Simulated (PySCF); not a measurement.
## Magnetic susceptibility: SMILES O=S(=O)(Cl)C1=CCCC1, C₅H₇ClO₂S

Geometry:
| atom | x (Å) | y (Å) | z (Å) |
| --- | --- | --- | --- |
| O1 | 2.853 | 0.947 | -1.209 |
| S2 | 2.364 | 0.131 | -0.146 |
| O3 | 2.898 | 0.290 | 1.167 |
| Cl4 | 2.715 | -1.815 | -0.683 |
| C5 | 0.608 | 0.122 | -0.111 |
| C6 | -0.167 | 0.660 | -1.034 |
| C7 | -1.611 | 0.426 | -0.712 |
| C8 | -1.587 | -0.151 | 0.720 |
| C9 | -0.124 | -0.567 | 0.986 |
| H10 | 0.170 | 1.181 | -1.911 |
| H11 | -2.196 | 1.343 | -0.781 |
| H12 | -2.029 | -0.284 | -1.430 |
| H13 | -1.885 | 0.618 | 1.431 |
| H14 | -2.270 | -0.990 | 0.827 |
| H15 | 0.235 | -0.254 | 1.965 |
| H16 | 0.018 | -1.648 | 0.909 |

Level of theory: PySCF, GIAO BHandHLYP/pcSseg-1 magnetisability, rotational g tensor and spin-rotation constants, non-relativistic, gas phase. Geometry: GFN2-xTB.

(1) What are the magnetisability and the molar susceptibility?

(2) Split it along the inertial axes a, b, c into diamagnetic and paramagnetic parts about the centre of mass, with the quadrupole moment.

(3) And the rotational g tensor?

Answers

(1) Isotropic -1449 × 10⁻³⁰ J/T², or -87.3 × 10⁻⁶ cm³/mol; principal values -1623, -1391, -1333 × 10⁻³⁰ J/T², anisotropy 266 × 10⁻³⁰ J/T² (root of half the summed squared differences of the principal values). The susceptibility is in cgs units.

(2) 
```tsv
axis	χ (10⁻⁶ cm³/mol)	diamagnetic (10⁻⁶ cm³/mol)	paramagnetic (10⁻⁶ cm³/mol)	summed x² of all electrons (Å²)	quadrupole Θ (D Å)
a	-83.8	-663.1	579.3	292.5	+4.50
b	-89.2	-1541.9	1452.7	85.4	-1.46
c	-88.8	-1603.4	1514.6	70.9	-3.04
```
Anisotropies 2χaa − χbb − χcc = +10.5 and 2χbb − χaa − χcc = -5.8 × 10⁻⁶ cm³/mol. Θ is traceless in Buckingham's convention.

(3) 
```tsv
axis	rotational constant (GHz)	g	nuclear part	electronic part
a	2.1460	-0.0387	0.5454	-0.5841
b	0.8261	-0.0114	0.5523	-0.5638
c	0.7859	-0.0107	0.5485	-0.5592
```
Asymmetric top; isotopes 12C, 35Cl, 1H, 16O, 32S; no vibrational averaging.
